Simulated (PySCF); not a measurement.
Species: C₅H₅BO.
Bonds: O1–C2 (double), C2–C3, C3–C4 (double), C4–C5, C5–C6 (double), C6–B7, C3–B7. Hydrogens: H8 on C2; H9 on C4; H10 on C5; H11 on C6; H12 on B7.

Method: PBE0-D3(BJ)/def2-SVP geometry optimisation, gas phase in PySCF 2.14.0.

Q: Give the optimised bond lengths and angles.

A: 
| bond | length (Å) |
| --- | --- |
| O1=C2 | 1.208 |
| C2–C3 | 1.462 |
| C3=C4 | 1.353 |
| C4–C5 | 1.497 |
| C5=C6 | 1.348 |
| C6–B7 | 1.584 |
| C3–B7 | 1.591 |
| C2–H8 | 1.123 |
| C4–H9 | 1.097 |
| C5–H10 | 1.095 |
| C6–H11 | 1.091 |
| B7–H12 | 1.202 |

A selection of angles:
| angle | degrees |
| --- | --- |
| O1–C2–C3 | 124.7 |
| O1–C2–H8 | 120.6 |
| C3–C2–H8 | 114.7 |
| C2–C3–C4 | 123.5 |
| C2–C3–B7 | 130.7 |
| C4–C3–B7 | 105.8 |
| C3–C4–C5 | 112.0 |
| C3–C4–H9 | 125.5 |
| C5–C4–H9 | 122.5 |
| C4–C5–C6 | 111.7 |
| C4–C5–H10 | 121.8 |
| C6–C5–H10 | 126.4 |
| C5–C6–B7 | 106.3 |
| C5–C6–H11 | 123.4 |
| B7–C6–H11 | 130.3 |
| C6–B7–H12 | 128.2 |
| C3–B7–C6 | 104.1 |
| C3–B7–H12 | 127.7 |

Dihedral angles: O1–C2–C3–C4 180° (antiperiplanar); C2–C3–C4–C5 180° (antiperiplanar); C3–C4–C5–C6 0° (synperiplanar); C4–C5–C6–B7 0° (synperiplanar); C5–C6–B7–C3 0° (synperiplanar); C2–C3–B7–C6 180° (antiperiplanar).

The 7 heavy atoms lie in one plane (0.001 Å rms). The 5-membered ring C3–C4–C5–C6–B7 has internal angles of 104.1° to 112.0° (sum 540°, against 540° for a flat polygon); it is planar, 0.00 Å rms from its mean plane, widest ring torsion 0°. B7 (ring boron) is planar (angles 128.2°, 127.7° and 104.1°, sum 360.0°, 0.00 Å off the plane of its three neighbours). The C–C distances run from 1.348 Å (C5=C6, drawn double) to 1.497 Å (C4–C5, drawn single), a spread of 0.149 Å.

Point group: Cs (tolerance 0.08 Å). No PBE0-D3(BJ)/def2-SVP frequencies stand behind this structure, so it isn't proved a minimum. The numbers are those of one conformer.
